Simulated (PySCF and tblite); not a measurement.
Values are calculated unless marked as measured or tabulated.
C13H9FS3, numbered as in [CH3:1][c:2]1[cH:3][c:4](-[c:5]2[s:6][cH:7][cH:8][c:9]2[F:10])[s:11][c:12]1-[c:13]1[cH:14][cH:15][cH:16][s:17]1: conformational analysis

Geometries GFN2-xTB; weights from PBE0-D3(BJ)/6-31G* energies and GFN2-xTB thermal corrections, with symmetry numbers and mirror pairs. Conformers within 2.5 kcal/mol (GFN2-xTB free energy) were kept, 6 at most. GIAO shieldings: PBE0/6-31G*. Shifts are against TMS (¹H), TMS (¹³C), CFCl3 (¹⁹F) at the same level. (PySCF 2.14, tblite 0.8.)

Torsions listed: S11–C4–C5–S6, S11–C12–C13–S17. Of a mirror pair one member is shown.

```csv
conformer,shape,symmetry,E(GFN2) kcal/mol,E(DFT) kcal/mol,G(298.15 K) kcal/mol,weight %,dipole D
1,"180°, 22°",C1 (pair),2.37,0.29,0.00,44.5,1.73
2,"180°, 180°",Cs,0.00,0.00,0.27,28.1,1.12
3,"-1°, 21°",C1 (pair),2.44,0.90,0.60,16.2,0.63
4,"1°, -179°",Cs,0.20,0.55,0.82,11.2,0.53
```

Weights (%) against temperature:

| T (K) | 1 | 2 | 3 | 4 | S(mix) cal/mol/K |
| --- | --- | --- | --- | --- | --- |
| 150 | 41.8 | 46.2 | 5.1 | 6.9 | 2.75 |
| 220 | 44.7 | 34.6 | 11.0 | 9.7 | 3.15 |
| 273.15 | 44.7 | 29.8 | 14.7 | 10.8 | 3.29 |
| 298.15 | 44.5 | 28.1 | 16.2 | 11.2 | 3.33 |
| 800 | 40.1 | 17.7 | 29.0 | 13.1 | 3.53 |

Averaged shifts at 298.15 K. ¹H: 7.08 (H14, 1H), 7.00 (H3, 1H), 6.95 (H15, 1H), 6.81 (H16, 1H), 6.67 (H7, 1H), 6.57 (H8, 1H), 2.38 (H1, 3H) ppm. ¹³C: 148.2 (C9), 137.4 (C13), 132.0 (C12), 130.0 (C4), 127.1 (C2), 121.4 (C3), 121.4 (C16), 120.7 (C5), 120.2 (C15), 117.1 (C7), 116.3 (C14), 112.6 (C8), 18.6 (C1) ppm. ¹⁹F: -130.8 (F10) ppm.

Coordinates of conformer 1 (Å):

```xyz
26

C    -1.244   -2.156    1.302
C    -0.471   -1.049    0.663
C     0.926   -0.952    0.763
C     1.466    0.111    0.082
C     2.844    0.468   -0.008
S     4.079   -0.467    0.784
C     5.321    0.569    0.199
C     4.833    1.582   -0.563
C     3.432    1.518   -0.674
F     2.727    2.418   -1.379
S     0.227    1.029   -0.714
C    -1.009   -0.037   -0.109
C    -2.375    0.215   -0.455
C    -3.527   -0.181    0.177
C    -4.695    0.269   -0.469
C    -4.434    1.001   -1.583
S    -2.749    1.163   -1.871
H    -0.580   -2.987    1.526
H    -1.695   -1.821    2.236
H    -2.036   -2.504    0.642
H     1.531   -1.648    1.318
H     6.340    0.363    0.456
H     5.428    2.345   -1.030
H    -3.543   -0.744    1.090
H    -5.688    0.058   -0.114
H    -5.129    1.460   -2.257
```

Unscaled ¹⁹F shifts at such levels can be off by tens of ppm; differences between conformers or isomers are more reliable. Shifts are unscaled: against experiment ¹³C can be off by 15 ppm or more and ¹H by 0.8 ppm.

Search and properties took 16 min on 1 thread of Intel Xeon Platinum 8259CL @ 2.50GHz, on a host shared with other jobs (rough), launched as `OMP_NUM_THREADS=1 python ens_run.py task.json out`.
